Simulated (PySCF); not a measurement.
## Mo³⁷⁺: ionisation energy

Mo³⁷⁺ [He] 2s2 2p1 (2P) → Mo³⁸⁺ [He] 2s2 (1S), as a difference of total energies. Calculation: PySCF 2.14, in an even-tempered Gaussian basis (19 s from 13 bohr⁻², ratio 2.2; 12 p from 17 bohr⁻², ratio 2.2; 6 d from 68 bohr⁻², ratio 2.4; 5 f from 100 bohr⁻², ratio 2.4; 4 g from 150 bohr⁻², ratio 2.4); scalar relativity by spin-free X2C-1e. Correlated levels: nothing frozen; virtual orbitals above 40 to 60 times the deepest correlated orbital energy dropped. The calculations carry no spin-orbit coupling.

```csv
method,ionisation energy (eV)
UHF,5213.1
MP2 (all electrons),5212.3
SCS-MP2 (all electrons),5211.9
CCSD (all electrons),5211.2
CCSD(T) (all electrons),5211.2
```

For this ion Breit and QED terms and the two-electron picture change, all absent here, outweigh the differences among the correlated methods.

The reference lies between the lowest fine-structure levels, while these numbers refer to the centres of the terms.

For comparison: 5287 ± 4 eV (semi-empirical (NIST evaluation); NIST Atomic Spectra Database, ionization energies).
